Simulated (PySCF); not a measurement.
Ge(H)2(Cl)(Et) (C2H7ClGe), SMILES [CH2](C)[GeH2][Cl].

Coordinates come from a PBE0-D3(BJ)/def2-SVP optimisation. The values are those of a single conformer.

Computed with PBE/def2-TZVP in PySCF.

Gas-phase values at a fixed geometry.

| Property | Value |
|---|---|
| total energy | -2617.08896 hartree |
| highest occupied level | -6.98 eV |
| lowest empty level | -0.84 eV |
| orbital gap | 6.13 eV |
| dipole moment | 2.42 D |
| quadrupole, principal values (traceless, Buckingham form, about the centre of nuclear charge) | -1.83, 0.30, 1.53 D·Å |
| mean static polarisability | 68.5 bohr³ (10.15 Å³) |
| polarisability, principal values | 59.2, 70.0, 76.3 bohr³ |
